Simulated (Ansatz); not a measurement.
An input meant for Li11²⁻ (charge -2, doublet).

```yaml
crystal:
  periodic: [false, false, false]
  atoms:
    - {symbol: Li, position_ang: [0.811964, -2.354593, 1.139424]}
    - {symbol: Li, position_ang: [-1.551217, 1.894158, 0.575446]}
    - {symbol: Li, position_ang: [1.278774, 0.517560, 0.717674]}
    - {symbol: Li, position_ang: [-3.812415, -0.199973, 1.066267]}
    - {symbol: Li, position_ang: [-1.302268, -0.756160, -0.388331]}
    - {symbol: Li, position_ang: [3.669380, -1.208824, 0.890640]}
    - {symbol: Li, position_ang: [1.619450, -1.258468, -1.461751]}
    - {symbol: Li, position_ang: [-3.111358, 1.184822, -1.779393]}
    - {symbol: Li, position_ang: [3.340080, 1.088041, -1.374474]}
    - {symbol: Li, position_ang: [-1.080978, -0.266673, 2.503860]}
    - {symbol: Li, position_ang: [0.138598, 1.360110, -1.889382]}
basis:
  gaussian: {orbitals: STO-3G}
total_charge: -2
magnetization: {spin_polarized: true, initial_magnetization: 1}
hamiltonian: {xc: {name: r2SCAN50}}
kpoints: {mp_grid: {grid: [2, 2, 2]}}
```

```sh
$ ansatz run in.yaml --threads 4 --pin off --events-out ev --progress --plain --max-ram 3916MiB
```

Output, abridged:

```
Error: invalid value for `basis.gaussian`: such a run doesn't read kpoints; remove what it names
```

In this input the input holds a key that doesn't belong there. The input was rejected before any iteration.
